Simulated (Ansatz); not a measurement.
Ansatz (an electronic-structure program) input (B3LYP-D3(BJ)/def2-TZVP):

Ansatz 0.2 input:
```yaml
crystal:
  periodic: [false, false, false]
  atoms:
    - {symbol: S, position_ang: [1.79669889, -0.22315037, 0.33906563]}
    - {symbol: S, position_ang: [0.13511720, -0.94139470, -0.30703490]}
    - {symbol: O, position_ang: [-1.08639142, 0.12802549, 0.05037863]}
    - {symbol: H, position_ang: [-0.85152412, 1.04461847, -0.12910975]}
basis:
  gaussian:
    orbitals: def2-TZVP
hamiltonian:
  xc: b3lyp
  dispersion: d3bj
magnetization: {spin_polarized: true, initial_magnetization: 1}
relax: {f_tol: 0.002, max_steps: 150}
```

End of the output:

```
the calculation of the forces begins
reference -23735.98344095 eV, -872.2813026274 hartree; 21, 20 occupied and 90, 91 virtual orbitals, 737 factors
relax step   9: F+E_penalty+E_count = -23736.13724779 eV  Δ(F+E_penalty+E_count) = -1.920e-7 eV  max|allowed force component| = 6.634e-4 eV/Å  Δτ_max = 0.0003 Å  (25 SCF iters, accepted)
integrals: 0.03 GiB planned
737 factors; their error is unknown
mean field: 0.45 GiB planned
mean field -23735.98325233 eV, -872.2812956959 hartree, gradient 7.8e-5 eV, S^2 0.754847; 1 other end points of the search recorded, 0 dependent functions left out
the calculation of the forces begins
reference -23735.98344095 eV, -872.2813026274 hartree; 21, 20 occupied and 90, 91 virtual orbitals, 737 factors
Total energy: -23736.13743641 eV, -872.2869618563 hartree
Atom 0 at     1.763350    -0.142795     0.259455 Å, force    -0.000266     0.000124    -0.000036 eV/Å
Atom 1 at     0.093849    -0.992208    -0.175288 Å, force    -0.000152    -0.000250    -0.000047 eV/Å
Atom 2 at    -1.124176     0.139631    -0.175747 Å, force     0.000663     0.000175     0.000102 eV/Å
Atom 3 at    -0.739123     1.003472     0.044879 Å, force    -0.000246    -0.000049    -0.000019 eV/Å
Dipole moment:    -0.051598     0.142253     0.016899 e Å
```

It need not be the lowest isomer of its formula.
